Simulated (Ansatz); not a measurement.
The first iterations of a band of AlH6OPSi (10 atoms, charge 0, multiplicity 1).

Computed with RKS B3LYP/6-31G* in Ansatz.

| Property | Result |
| --- | --- |
| movable images | 9 |
| climbing image | yes |
| spring | 5.0 eV/Å² |
| optimiser | quadratic models (default) |
| start path | through a guess of the saddle point |
| force threshold | 0.2 eV/Å |
| iteration limit | 60 |
| end points | relaxed |

Image 0:

```xyz
10
Properties=species:S:1:pos:R:3
O -1.275 1.584 -0.115
P -0.728 0.201 0.738
Al 1.475 0.771 1.232
Si -0.425 -1.282 -0.955
H -2.202 1.732 0.128
H 1.922 2.293 1.282
H 2.437 -0.420 1.661
H -1.749 -1.622 -1.540
H 0.446 -0.802 -2.066
H 0.182 -2.506 -0.363
```

Image 10:

```xyz
10
Properties=species:S:1:pos:R:3
O -1.659 1.388 0.232
P -0.774 0.069 0.836
Al 1.398 0.767 1.307
Si -0.510 -1.290 -0.960
H -1.167 1.900 -0.428
H 1.738 2.321 1.331
H 2.432 -0.352 1.758
H -1.830 -1.852 -1.351
H 0.051 -0.606 -2.163
H 0.403 -2.396 -0.559
```

| iteration | highest image above the first end (eV) | largest band force component (eV/Å) |
| --- | --- | --- |
| 1 | 3.800 | 32.977 |
| 2 | 0.366 | 1.728 |

Question: Does the band converge within its limit, and where does its top end?

Answer: The forces met the threshold. It ended after 8 iterations with the highest image 0.126 eV above the first end. The threshold of 0.2 eV/Å is loose, so the images may lie well off the minimum-energy path. The order of the stationary point at the top wasn't checked.

The run took 2.2 min on 1 thread of AMD EPYC 9R45 96-Core Processor (Zen 5), with other jobs on the host, peak memory 0.21 GiB.
